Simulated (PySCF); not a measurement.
Core binding energy against partial charge

Species: C8H8Si.
SMILES with atom numbers: `[CH:1]1=[CH:2][c:3]2[cH:4][cH:5][cH:6][cH:7][c:8]2[SiH2:9]1`

Binding energies: delta-SCF UKS SCAN, pcX-2 on the ionised atom, pcseg-1 elsewhere, spin-free X2C in PySCF 2.14.0. Charges: PBE0/pcSseg-1 ground-state density, for the ionised atom.

```tsv
atom	environment	C 1s (eV)	Mulliken (e)	IAO (e)	Hirshfeld (e)	ESP (e)
C1	alkene CH carbon	289.36	-0.376	-0.440	-0.146	-0.332
C8	substituted aromatic carbon	289.56	-0.299	-0.279	-0.097	-0.158
C6	aromatic CH carbon	289.98	-0.073	-0.153	-0.050	-0.189
C4	aromatic CH carbon	290.01	-0.001	-0.155	-0.050	-0.314
C5	aromatic CH carbon	290.14	-0.088	-0.142	-0.045	-0.094
C7	aromatic CH carbon	290.16	-0.064	-0.131	-0.045	-0.159
C3	substituted aromatic carbon	290.30	-0.218	+0.001	-0.006	+0.318
C2	alkene CH carbon	290.43	-0.029	-0.122	-0.036	-0.289
```

Task: Give the correlation coefficient and slope of binding energy on charge for each scheme.

Result: Hirshfeld: r = 0.93, slope 7.9 eV per e; IAO: r = 0.91, slope 2.5 eV per e; Mulliken: r = 0.76, slope 2.0 eV per e; ESP: r = 0.39, slope 0.7 eV per e. On 8 points no scheme stands out.

Task: The point-charge model writes a binding energy as kq + V + constant, with V the potential of the other atoms' charges at the site. What does it give with the Hirshfeld charges?

Result: V = Σ 14.40 eV Å × q/r over all other atoms: +1.71 eV at C1, +0.73 eV at C8, +0.10 eV at C6, +0.14 eV at C4, +0.06 eV at C5, -0.08 eV at C7, -0.87 eV at C3, -0.10 eV at C2. Fitting binding energy − V to q gives k = 25.0 eV per e and leaves an rms residual of 0.10 eV, against 0.12 eV for the fit on q alone. The model has no term for differences in relaxation between sites.

The unrestricted hole states depart most from a pure doublet (⟨S²⟩ = 0.75; over 0.85 named) for C 1s of C8 (0.88), C 1s of C6 (0.85), C 1s of C4 (0.86), C 1s of C5 (0.88), C 1s of C7 (0.88), C 1s of C3 (0.89) and C 1s of C2 (0.96), which makes these values less certain. Isolated species at its PBE0-D3(BJ)/def2-SVP geometry, gas phase.
